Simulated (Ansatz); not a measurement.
Gas-phase electronic energies from Ansatz, PBE0-D4/def2-TZVP geometries. CCSD(T)/CBS adds triple-zeta CCSD(T) − MP2 to the extrapolated MP2 energy (def2 sets, frozen cores). This one scheme is used for every species. Functionals use def2-TZVPP. B3LYP here is the variant with VWN-RPA as its local correlation; programs differ in this. def2 core potentials past Kr. For In outer-core shells are correlated without core-valence functions, which leaves a few kJ/mol of doubt a bond. Each species was taken in one conformer, which may not be the lowest.

Reaction (ligand exchange at the In–S bond): `[SiH3][O][In]([SH])[O][SiH3]` + `O[SiH3]` → `[SiH3][O][In]([O][SiH3])[O][SiH3]` + H₂S

```tsv
level	ΔE (kJ/mol)	difference from CCSD(T)/CBS
r2SCAN-D4	61.5	7.4
PBE0-D4	66.4	12.3
B2PLYP	57.0	2.9
PBE	66.1	12.0
r2SCAN	62.2	8.1
PBE0	67.7	13.6
B3LYP	60.5	6.4
HF/def2-TZVPP	54.5	0.4
MP2/def2-TZVPP	57.4	3.3
CCSD/def2-TZVPP	53.7	-0.4
CCSD(T)/def2-TZVPP	53.8	-0.3
HF/def2-QZVPP	52.0	-2.1
MP2/def2-QZVPP	56.7	2.6
HF/CBS(def2)	51.6	-2.5
MP2/CBS(def2)	57.7	3.6
CCSD/CBS(def2)	54.1	0.0
CCSD(T)/CBS	54.1	0
```

Largest T1 diagnostic among the species: 0.015.
